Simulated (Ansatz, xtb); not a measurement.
Isomers of H5NO2Si in order of energy

3 gas-phase structures of H5NO2Si, found in a search over its isomers (lower ones may exist). Each was relaxed with GFN2-xTB; where two conformers were screened, the lower at r2SCAN-D4/def2-SVP is listed:

A. `NO[SiH2]O`, a singlet
B. a singlet given by its coordinates
C. `N[SiH](O)O`, a singlet

B (Å):

```xyz
9

N    -0.8913    3.1755    2.4965
O     1.9368    3.0694    2.5248
O     0.5548    2.3013    0.2979
Si    0.9291    3.3974    1.4477
H    -1.7060    3.6782    2.1669
H    -1.0687    2.1789    2.4910
H    -0.6589    3.4606    3.4386
H     0.5954    4.7208    0.9401
H     0.1464    2.5675   -0.5200
```

Close contacts (Å): N1–Si4 2.11, O2–Si4 1.51, O3–Si4 1.63, N1–H5 1.01, N1–H6 1.01, N1–H7 1.01, O3–H9 0.95, Si4–H8 1.46.

Question: Make a reasoned guess at their ranking by r2SCAN-D4/def2-SVP single-point energy.

Answer: Calculated order at r2SCAN-D4/def2-SVP: C (0.0), B (30.4), A (70.7) kcal/mol.

Energies above the lowest of each column, in kcal/mol; the last columns are at B3LYP/6-31G* geometries:

```csv
structure,GFN2-xTB,HF/STO-3G,r2SCAN-D4/def2-SVP,B3LYP/6-31G*,CCSD(T)/def2-TZVP
C,0.0,0.0,0.0,0.0,0.0
B,13.1,79.0,30.4,22.1,26.2
A,51.1,35.6,70.7,61.7,72.2
```

Every level run on C puts it lowest or level with the lowest. Some further structures that were screened fall inside this span and aren't listed. Flexible structures stand in one conformer each, not always the lowest.

Programs: Ansatz 0.2.0, xtb 6.7.1 (Pople sets with spherical d functions).
